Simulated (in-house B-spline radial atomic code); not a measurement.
Inner levels of mercury as electrons are removed. A shift is the extra binding of the orbital against the neutral atom ([Xe] 4f14 5d10 6s2). Computed with an all-electron radial atomic-structure program (B-spline basis): non-relativistic Hartree-Fock, average of the configuration, point nuclei.

This level leaves out relativity, spin-orbit splitting included, which matters for heavy ions.

```
  ion      configuration  shift of 2p (eV)  shift of 3s (eV)  shift of 4p (eV)  radius of 2p (bohr)  radius of 3s (bohr)  radius of 4p (bohr)  Σ<r²> (bohr²)  change of density at nucleus (bohr⁻³)
Hg33+      [Kr] 4d10 4f1           1264.04           1253.35           1112.12             0.067368              0.19905               0.4084         4.2114                                 69.062
Hg34+          [Kr] 4d10           1335.43           1323.84           1168.94             0.067372               0.1989               0.4059         4.0035                                 110.74
Hg35+           [Kr] 4d9           1410.54           1391.78           1222.95             0.067362              0.19871              0.40378         3.7826                                 164.47
Hg36+           [Kr] 4d8           1486.76           1460.55           1277.49             0.067352              0.19852              0.40168         3.5675                                 219.46
Hg37+           [Kr] 4d7                 ?                 ?                 ?                    ?                    ?                    ?              ?                                      ?
Hg38+           [Kr] 4d6                 ?                 ?                 ?                    ?                    ?                    ?              ?                                      ?
Hg39+           [Kr] 4d5           1722.07            1671.8           1444.35             0.067319              0.19791              0.39549         2.9551                                 392.05
Hg40+           [Kr] 4d4           1802.71           1743.85           1501.04             0.067307              0.19769              0.39347         2.7614                                 452.11
Hg41+           [Kr] 4d3           1884.45            1816.7           1558.27             0.067295              0.19747              0.39146         2.5725                                 513.45
Hg42+           [Kr] 4d2           1967.28           1890.36           1616.03             0.067283              0.19724              0.38948         2.3883                                 576.05
Hg43+           [Kr] 4d1           2051.21           1964.82           1674.32              0.06727              0.19701              0.38751         2.2087                                 639.92
Hg44+  [Ar] 3d10 4s2 4p6                 ?                 ?                 ?                    ?                    ?                    ?              ?                                      ?
Hg45+  [Ar] 3d10 4s2 4p5           2219.31           2113.46           1792.67             0.067246              0.19657              0.38347         1.8535                                  775.1
```

Problem. Fill in the row of Hg37+.

Solution. shift of 2p (eV): 1564.09; shift of 3s (eV): 1530.15; shift of 4p (eV): 1332.57; radius of 2p (bohr): 0.067341; radius of 3s (bohr): 0.19832; radius of 4p (bohr): 0.3996; Σ<r²> (bohr²): 3.358; change of density at nucleus (bohr⁻³): 275.72.

Problem. Fill in the row of Hg38+.

Solution. shift of 2p (eV): 1642.53; shift of 3s (eV): 1600.56; shift of 4p (eV): 1388.19; radius of 2p (bohr): 0.06733; radius of 3s (bohr): 0.19812; radius of 4p (bohr): 0.39754; Σ<r²> (bohr²): 3.154; change of density at nucleus (bohr⁻³): 333.25.

Problem. Fill in the row of Hg44+.

Solution. shift of 2p (eV): 2136.23; shift of 3s (eV): 2040.08; shift of 4p (eV): 1733.14; radius of 2p (bohr): 0.067257; radius of 3s (bohr): 0.19678; radius of 4p (bohr): 0.38556; Σ<r²> (bohr²): 2.0335; change of density at nucleus (bohr⁻³): 705.07.
